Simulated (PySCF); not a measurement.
How methods differ on the ionisation energy of Hg

Hg [Xe] 4f14 5d10 6s2 (1S) → Hg⁺ [Xe] 4f14 5d10 6s1 (2S), as a difference of total energies. Calculation: PySCF 2.14, in def2-TZVPPD with the def2 core potential (60 electrons) (6s6p3d2f1g, 62 functions); scalar relativity through the core potential. Correlated levels: valence: 5s2 5p6 frozen; valence and next inner shell: nothing frozen outside the core potential. The calculations carry no spin-orbit coupling.

Question: Order these methods by the ionisation energy they give, lowest first.
A. LDA
B. B97-3
C. SCS-MP2 (valence)
D. wB97X

Answer: B (10.111 eV), D (10.131 eV), C (10.226 eV), A (10.854 eV).

Errors of the correlated levels include the incompleteness of this basis and the frozen core.

For comparison: 10.438 eV (measured; NIST Atomic Spectra Database, ionization energies).
